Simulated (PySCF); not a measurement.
**Electron correlation in Be (beryllium, neutral)**

[He] 2s1 3d1, high-spin 3D determinant (an excited configuration). Calculation: PySCF 2.14, in aug-cc-pVQZ-DK; the spin-free X2C one-electron Hamiltonian (Gaussian nucleus). Frozen: 1s2; 2 electrons correlated.

With two correlated electrons CCSD is exact within the correlated space (frozen core and kept virtual orbitals).

```json
{"level": "CCSD", "correlation energy (mhartree)": "-8.59"}
```

Diagnostics: T1 = 0.0044, D1 = 0.0063, largest double amplitude 0.107.

The outer electron is Rydberg-like, and this basis confines it to a smaller radius and binds it less than a complete one would.

Cost of the coupled-cluster step: about 5 core-seconds, for 2 correlated electrons.
